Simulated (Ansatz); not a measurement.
Ansatz (an electronic-structure program) input (MP2/def2-TZVP):

Ansatz 0.2 input:
```yaml
crystal:
  periodic: [false, false, false]
  atoms:
    - {symbol: Sn, position_ang: [-0.00000000, -0.00000000, -1.34613094]}
    - {symbol: I, position_ang: [0.00000000, 0.00000000, 1.26993485]}
basis:
  gaussian:
    orbitals: def2-TZVP
total_charge: 1
magnetization: {spin_polarized: false}
correlation: {method: mp2, electrons: outside_noble_gas}
relax: {f_tol: 0.003, max_steps: 100}
```

End of the output:

```
second order -5.17392034 eV of doubles, -0.00000000 eV of singles
the calculation of the forces begins
relax step   2: F+E_penalty+E_count = -13878.20013539 eV  Δ(F+E_penalty+E_count) = -6.401e-5 eV  max|allowed force component| = 1.483e-1 eV/Å  Δτ_max = 0.0110 Å  (57 SCF iters, accepted)
these checks for a lower state are left out or cut short: starts, cluster_reference, orbital_swaps, neighbouring_geometries, increment
integrals: 0.06 GiB planned
1021 factors; integrals over basis functions are off by at most 2.4e-4 eV
mean field: 0.28 GiB planned
mean field evaluation 32: about -13873.0255 eV, gradient 4.1e-1 eV
mean field -13873.02613427 eV, -509.8243069594 hartree, gradient 1.8e-6 eV, S^2 0.000000; 0 other end points of the search recorded, 0 dependent functions left out
18 core orbitals not correlated
reference -13873.02613427 eV, -509.8243069594 hartree; 5, 5 occupied and 77, 77 virtual orbitals, 1021 factors
densities: 0.22 GiB planned
second order -5.17478974 eV of doubles, -0.00000000 eV of singles
the calculation of the forces begins
relax step   3: F+E_penalty+E_count = -13878.20092401 eV  Δ(F+E_penalty+E_count) = -7.886e-4 eV  max|allowed force component| = 2.947e-3 eV/Å  Δτ_max = 0.0055 Å  (57 SCF iters, accepted)
these checks for a lower state are left out or cut short: cluster_reference
integrals: 0.06 GiB planned
1021 factors; integrals over basis functions are off by at most 2.4e-4 eV
mean field: 0.28 GiB planned
mean field -13873.02613427 eV, -509.8243069594 hartree, gradient 1.8e-6 eV, S^2 0.000000; 1 other end points of the search recorded, 0 dependent functions left out
18 core orbitals not correlated
reference -13873.02613427 eV, -509.8243069594 hartree; 5, 5 occupied and 77, 77 virtual orbitals, 1021 factors
densities: 0.22 GiB planned
second order -5.17478974 eV of doubles, -0.00000000 eV of singles
the calculation of the forces begins
Total energy: -13878.20092401 eV, -510.0144769749 hartree
Atom 0 at    -0.000000     0.000000    -1.340600 Å, force     0.000000     0.000000     0.002947 eV/Å
Atom 1 at     0.000000    -0.000000     1.264404 Å, force    -0.000000    -0.000000    -0.002947 eV/Å
Dipole moment:     0.000000     0.000000    -0.855911 e Å
Checks for a lower state left out: cluster_reference
```
